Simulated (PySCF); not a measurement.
Two-component Hartree-Fock for I¹⁸⁺ (iodine, charge +18)

Start: [Ar] 3d10 4s2 4p5; 4p1/2 filled at m_j = -1/2, +1/2; 4p3/2 filled at m_j = -1/2, +1/2, +3/2. Calculated with PySCF 2.14 in an even-tempered Gaussian basis (18 s from 1 bohr⁻², ratio 2.8; 14 p from 1.4 bohr⁻², ratio 2.8; 9 d from 2.4 bohr⁻², ratio 2.8; 4 f from 8.6 bohr⁻², ratio 3): generalised Hartree-Fock with the X2C-1e Hamiltonian and a Gaussian nucleus; spin-orbit coupling (SO) screened by Boettger's factors.

| spinor shell | electrons | ε, screened SO (eV) | weight of nominal j (screened SO) | rms radius, screened SO (bohr) |
| --- | --- | --- | --- | --- |
| 1s1/2 | 2 | -33810.4 | 1.000 | 0.0311 |
| 2s1/2 | 2 | -5725.9 | 1.000 | 0.127 |
| 2p1/2 | 2 | -5390.9 | 1.000 | 0.109 |
| 2p3/2 | 4 | -5088.5 | 1.000 | 0.115 |
| 3s1/2 | 2 | -1556.7 | 1.000 | 0.333 |
| 3p1/2 | 2 | -1418.1 | 1.000 | 0.324 |
| 3p3/2 | 4 | -1357.8 | 1.000 | 0.335 |
| 3d3/2 | 4 | -1116.0 | 0.999 | 0.307 |
| 4s1/2 | 2 | -606.93 | 1.000 | 0.721 |
| 4p1/2 | 2 | -550.41 | 0.990 | 0.743 |
| 4p3/2 | 3 | -535.77 | 0.994 | 0.764 |

Where does 3d5/2 lie, and what is the 3d spin-orbit splitting (screened SO)?

At -1103.4 eV, 12.628 eV above 3d3/2.

```json
{"quantity": "E (hartree)", "screened SO": "-6985.22721"}
{"quantity": "M_J", "screened SO": "3/2"}
{"quantity": "⟨J²⟩", "screened SO": "3.752"}
{"quantity": "⟨L²⟩", "screened SO": "2.019"}
{"quantity": "⟨S²⟩", "screened SO": "0.768"}
```

Each row is a mean over spinors that exchange with the open shell spreads, by up to 7.996 eV (4s1/2).

Breit and QED terms are absent; they matter most for the inner s and p1/2 levels.

Densities and radii are taken from the X2C orbitals without a picture-change correction, which distorts them close to the nucleus.
